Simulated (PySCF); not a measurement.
Spectrum to structure. Theory: PySCF, TDDFT PBE0/def2-SVPD, vertical, gas phase, core orbitals frozen in the response. Geometries: GFN2-xTB, one conformer each.

```
state  E (eV)  λ (nm)       f
   S1    4.16   298.2  0.0004
   S2    5.24   236.7   0.553
   S3    5.66   219.1  0.0002
   S4    5.78   214.7   0.030
   S5    5.78   214.4  0.0014
   S6    6.46   191.8  0.0031
```

Triplets computed (Tamm–Dancoff): 2.70, 3.82 eV.

Task: Which candidate is it? All have the formula C8H8.
A. `C(#C)CCC=C=C=C`
B. `C#CCCC1=CC1=C`
C. `C(CCC#CC#C)=C`

Result: A. Its S1, at 4.16 eV, is the lowest among the candidates; the nearest of the others has S1 at 4.53 eV. S1 is HOMO-1→LUMO (95%). Löwdin shares by element: HOMO carbon 82% or more (atoms not listed hold the other 18%); LUMO carbon 81% or more (atoms not listed hold the other 19%). At the same level the other candidates give, for their lowest levels:
- `C#CCCC1=CC1=C`: 4.53 eV (f 0.029); 5.49 eV (f 0.001); 6.12 eV (f 0.001); 6.15 eV (f 0.024); 6.31 eV (f 0.004); T1 3.44 eV; HOMO -5.99, LUMO -0.35 eV
- `C#CC#CCCC=C`: 4.77 eV (f 0.000); 4.97 eV (f 0.002); 4.98 eV (f 0.000); 6.50 eV (f 0.157); 6.55 eV (f 0.001); T1 3.81 eV; HOMO -7.15, LUMO -0.52 eV

The values belong to the conformer `[CH:1]#[C:2][CH2:3][CH2:4][CH:5]=[C:6]=[C:7]=[CH2:8]`: C2–C3–C4–C5 -65°, C3–C4–C5–C6 -117°.
